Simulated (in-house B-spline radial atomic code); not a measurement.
# The tin ion Sn⁶⁺: [Ar] 3d10 4s2 (4p1/2)1 (4p3/2)4 4d9 (with a hole in an inner shell)

Method: Dirac-Hartree-Fock, average of the jj configuration, Fermi nucleus of rms radius 4.6519 fm. Calculated with a B-spline radial code for spherical atoms.

Screening seen three ways: the hydrogenic charge with the same mean radius, Z_r = [3n² - l(l+1)]/(2<r>), the one with the same energy, Z_e = n√(-2ε), and Slater's rules. Values are occupation-weighted means over j. An effective charge above Z reflects the relativistic contraction of the inner shells.

| shell | electrons | ε (eV) | <r> (bohr) | Z_r | Z_e | Slater |
| --- | --- | --- | --- | --- | --- | --- |
| 1s | 2 | -29463 | 0.02905 | 51.64 | 46.54 | 49.70 |
| 2s | 2 | -4617.4 | 0.1249 | 48.03 | 36.84 | 45.85 |
| 2p | 6 | -4152 | 0.1095 | 45.68 | 34.94 | 45.85 |
| 3s | 2 | -1003.4 | 0.3371 | 40.05 | 25.76 | 38.75 |
| 3p | 6 | -846.75 | 0.3358 | 37.22 | 23.67 | 38.75 |
| 3d | 10 | -604.48 | 0.3135 | 33.50 | 20.00 | 28.85 |
| 4s | 2 | -243.04 | 0.8106 | 29.61 | 16.91 | 22.60 |
| 4p | 5 | -193.32 | 0.8691 | 26.46 | 15.08 | 22.60 |
| 4d | 9 | -117.38 | 1.003 | 20.93 | 11.75 | 12.20 |

The least bound orbital is 4d3/2 at -116.9 eV, while the most diffuse is 4d5/2 (<r> = 1.004 bohr against 1.001 bohr): energy order and size order differ.

For the 1s electron the small component carries 3.37 % of the norm, the zero-frequency Breit interaction raises the level by 67.63 eV, self-energy by 38.35 eV, and vacuum polarisation lowers it by 5.048 eV.
